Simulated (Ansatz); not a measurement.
Cost and result for the atomization energy of ClGeH$_{5}$O$_{2}$Si (`[OH][GeH2][SiH](O)Cl`) (10 atoms, 9 bonds).

| atom | x (Å) | y (Å) | z (Å) |
| --- | --- | --- | --- |
| O1 | 1.678 | -0.451 | -0.292 |
| Ge2 | 0.195 | -1.031 | 0.561 |
| Si3 | -1.158 | 0.780 | -0.207 |
| O4 | -0.235 | 1.452 | -1.374 |
| Cl5 | -1.495 | 2.071 | 1.361 |
| H6 | 2.479 | -0.936 | -0.086 |
| H7 | 0.479 | -1.098 | 2.074 |
| H8 | -0.153 | -2.445 | 0.051 |
| H9 | -2.487 | 0.457 | -0.766 |
| H10 | 0.697 | 1.200 | -1.321 |

The species carries charge 0 and has multiplicity 1. Correlated methods include outer-core shells of Ge, which these sets cover unevenly. Scalar relativity is left out up to krypton. All single points use the PBE0-D4/def2-TZVP geometry. It is one conformer, not always the lowest. Program: Ansatz. All runs use 4 threads of a server CPU on a shared host. Times are those of one run each, without the atoms' runs, and a repeat can differ threefold. Electronic energies, without spin–orbit coupling; frozen cores. CCSD(T)/CBS adds CCSD(T) − MP2 in def2-TZVPP to the MP2 limit, and its time is that of the two runs behind it. T1 = 0.012. With those shells the extrapolation isn't a true limit. B3LYP takes the VWN-RPA correlation (the form of Gaussian; ORCA's B3LYP/G). HSE06 is the plane-wave form, built on full-range PBE exchange.

CCSD(T)/CBS is a level of theory with its own doubt, some kJ/mol a heavy atom from the limit and from the frozen cores, so smaller differences don't rank the functionals.

```csv
level,functions,wall time
LDA (SPW92)/def2-TZVPP,264,1.4 s
BLYP-D4/def2-TZVPP,264,2 s
PBE-D4/def2-TZVPP (with forces),264,2.6 s
HSE06-D4/def2-TZVPP,264,3.7 s
CAM-B3LYP-D4/def2-TZVPP,264,4 s
r2SCAN-D4/def2-TZVPP (with forces),264,4.2 s
r2SCANh-D4/def2-TZVPP,264,4.9 s
B3LYP-D4/def2-TZVPP (with forces),264,5 s
B2PLYP/def2-TZVPP,264,5.5 s
CCSD(T)/def2-SVP,121,7 s
MP2/def2-QZVPP,493,21 s
CCSD(T)/def2-TZVPP,264,3 min
CCSD(T)/CBS(def2),–,3.4 min
```

What atomization energy does each give, and how far from CCSD(T)/CBS? (An estimate is asked.)

Ansatz gave: 
| level | atomization (kcal/mol) | difference from CCSD(T)/CBS | per bond |
| --- | --- | --- | --- |
| LDA (SPW92)/def2-TZVPP | 905.9 | 111.4 | 12.4 |
| BLYP-D4/def2-TZVPP | 780.0 | -14.5 | -1.6 |
| PBE-D4/def2-TZVPP (with forces) | 793.3 | -1.2 | -0.1 |
| HSE06-D4/def2-TZVPP | 778.5 | -16.0 | -1.8 |
| CAM-B3LYP-D4/def2-TZVPP | 787.3 | -7.2 | -0.8 |
| r2SCAN-D4/def2-TZVPP (with forces) | 791.0 | -3.5 | -0.4 |
| r2SCANh-D4/def2-TZVPP | 784.3 | -10.2 | -1.1 |
| B3LYP-D4/def2-TZVPP (with forces) | 780.9 | -13.6 | -1.5 |
| B2PLYP/def2-TZVPP | 775.5 | -19.0 | -2.1 |
| CCSD(T)/def2-SVP | 721.6 | -72.9 | -8.1 |
| MP2/def2-QZVPP | 800.3 | 5.8 | 0.6 |
| CCSD(T)/def2-TZVPP | 770.4 | -24.1 | -2.7 |
| CCSD(T)/CBS(def2) | 794.5 | 0.0 | 0.0 |

The D4 term adds +9.9 kcal/mol with B3LYP and +5.2 kcal/mol with PBE0; it sums over pairs of atoms, weighted by their polarisabilities, and B3LYP, whose exchange is more repulsive, gets the larger term. From BLYP to BHLYP (50 % exact exchange), in def2-TZVPP and without D4, the atomization energy moves by −17.3 kcal/mol: exact exchange takes away binding that semilocal exchange gives to molecules. At CCSD(T), def2-SVP lies −72.9 kcal/mol from the extrapolated value and def2-TZVPP −24.1 kcal/mol: correlation converges slowly with the basis, and small sets miss more of it in the bonded molecule than in its fragments.
